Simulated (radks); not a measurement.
Problem. Tb36+, configuration [Ar] 3d10 4s1. Calculated with a radial shooting solver on a logarithmic mesh with Libxc functionals: scalar-relativistic Kohn-Sham, exchange-only LDA, spin-polarised, spherical densities, point nucleus; open shells are filled with parallel spins first (spin-orbit coupling, left out, can overturn this in heavy ions). Some entries of the table are withheld. Estimate them.

orbital  occ.  eigenvalue (eV)  <r> (bohr)
1s up       1        -53336.39     0.02152
1s down     1        -53335.33     0.02152
2s up       1        -10078.86     0.09137
2s down     1        -10078.18     0.09138
2p up       3        -9130.360     0.08071
2p down     3        -9129.696     0.08071
3s up       1        -3313.133         (1)
3s down     1        -3311.875         (2)
3p up       3        -3019.755      0.2330
3p down     3        -3018.447      0.2329
3d up       5        -2648.113      0.2102
3d down     5        -2646.965      0.2101
4s up       1        -1594.913      0.4719
4s down     0        -1584.970      0.4710

Solution. 
(1) 3s up <r> (bohr): 0.2355
(2) 3s down <r> (bohr): 0.2354
